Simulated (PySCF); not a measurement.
C3H10OSi2, SMILES C[C@@H]1O[C@H]([SiH3])[SiH2]1.

Geometry: PBE-D3(BJ)/def2-SVP. The structure was generated by enumeration; whether it is a known compound was not checked.

Calculation: TDA-PBE/def2-SVPD (PySCF).

Vertical excitations. Isolated molecule, no solvent.

```
state  energy (eV)  λ (nm)      f                          main pairs
-----  -----------  ------  -----  ----------------------------------
S1            4.64     267  0.003                      HOMO→LUMO 99 %
S2            5.38     231  0.005                    HOMO→LUMO+1 95 %
S3            5.60     221  0.001                    HOMO→LUMO+2 95 %
S4            5.71     217  0.014                    HOMO−1→LUMO 95 %
S5            6.06     205  0.017  HOMO→LUMO+3 75 %, HOMO→LUMO+4 17 %
S6            6.15     202  0.065                    HOMO−2→LUMO 79 %
T1            4.53     274      0                      HOMO→LUMO 99 %
T2            5.15     241      0                    HOMO→LUMO+1 95 %
```
Triplets are in the Tamm–Dancoff approximation.
